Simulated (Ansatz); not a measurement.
`B[N](C)[GeH3]` + `[SH][GaH][Cl]` → `B[S][GaH][Cl]` + `C[NH][GeH3]` at 500 K and 1 bar (ligand exchange at a B–N bond).

Isolated molecules relaxed with PBE0-D4/def2-TZVP in Ansatz; ΔE leaves out vibrations. CCSD(T)/CBS is the MP2 limit (def2-TZVPP, def2-QZVPP) plus CCSD(T) − MP2 in def2-TZVPP, frozen cores. For Ga, Ge outer-core shells are correlated without core-valence functions, which leaves a few kJ/mol of doubt a bond. Scalar relativity is left out up to krypton. One conformer a species, not always the lowest.

```csv
species,CCSD(T)/CBS energy (Eh),H − E (kJ/mol),S (J/(mol·K))
`B[N](C)[GeH3]`,-2198.49616,281.2,399.2
`[SH][GaH][Cl]`,-2782.78263,78.4,355.6
`B[S][GaH][Cl]`,-2808.18728,122.7,403.9
`C[NH][GeH3]`,-2173.06430,241.1,362.9
```

H − E and S are ideal-gas, rigid-rotor, harmonic terms from PBE0-D4/def2-TZVP, for one conformer and one mirror image of each species. 1 Eh = 2625.50 kJ/mol, R = 8.31446 J/(mol·K).

Task: By hand: ΔE, ΔH, ΔS and ΔG.

Result: ΔE = (-2808.18728) + (-2173.06430) − (-2198.49616) − (-2782.78263) = 0.02721 Eh = 71.4 kJ/mol. Δ(H − E) = 122.7 + 241.1 − 281.2 − 78.4 = 4.2, so ΔH = 75.6 kJ/mol. ΔS = 403.9 + 362.9 − 399.2 − 355.6 = 12.0 J/(mol·K). ΔG = 75.6 − 500 × (12.0)/1000 = 69.6 kJ/mol.

Task: By hand: the equilibrium constant, and the temperature at which ΔG would vanish if ΔH and ΔS stayed fixed.

Result: log₁₀ K = −ΔG/(RT ln 10) = -7.3. ΔG = 0 at ΔH/ΔS = 6300 K, far beyond where these terms or the molecules hold.

The number of gas molecules stays the same, so ΔS is small and ΔH decides. A doubt of 5 kJ/mol in ΔE shifts log₁₀ K by 0.5 here. Other conformers and mirror images would add mixing entropy, several J/(mol·K) or more a flexible species. Modes under 60 cm⁻¹, often nearly free rotors, make the harmonic entropy too high. These are equilibria of isolated gas molecules and say nothing of rates. Largest T1 diagnostic: 0.013 (customary marks: 0.02 for closed shells, 0.045 for open ones).
